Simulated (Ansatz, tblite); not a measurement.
Cost and result up the ladder for CrF₃ (4 atoms). Charge 0, multiplicity 4. Geometry: r2SCAN-D4/def2-TZVP.

```xyz
4

Cr    0.0009   -0.0097   -0.0007
F     0.6784   -0.0444    1.5856
F    -1.7058   -0.1463   -0.2128
F     1.0265    0.2004   -1.3722
```

Ansatz on 4 threads of Arm Neoverse V1 on a shared host; xTB runs through tblite on one thread. Times are rough, summed over both states, and most runs start from the orbitals of an earlier one. PBE0-D4/def2-TZVP serves as the yardstick here, not as an exact answer. The other state is a triplet.

The xTB rows come from tblite. Correlated methods freeze 8 core orbitals; core or outer-core shells of Cr are correlated, in sets that lack core-valence functions.

Correlated methods converge slowly with the basis.

Raw xTB energies of ions are shifted by several eV, and xTB has no spin-polarisation term.

```csv
level,functions,wall time
GFN2-xTB,21,0.005 s
GFN1-xTB,21,0.006 s
PBE0-D4/def2-TZVP (with forces),138,9 s
r2SCAN-D4/def2-TZVP,138,17 s
CCSD(T)/def2-TZVPP,157,5.9 min
```

Problem. Estimate what each level gives for the vertical IE (eV).

Solution. 
```tsv
level	vertical IE (eV)	difference from PBE0-D4/def2-TZVP (eV)	remarks
GFN2-xTB	15.91	4.10	–
GFN1-xTB	18.33	6.52	–
PBE0-D4/def2-TZVP (with forces)	11.81	0.00	–
r2SCAN-D4/def2-TZVP	11.15	-0.65	–
CCSD(T)/def2-TZVPP	11.73	-0.08	spin-contaminated (⟨S²⟩ 2.14) (+1 triplet)
```
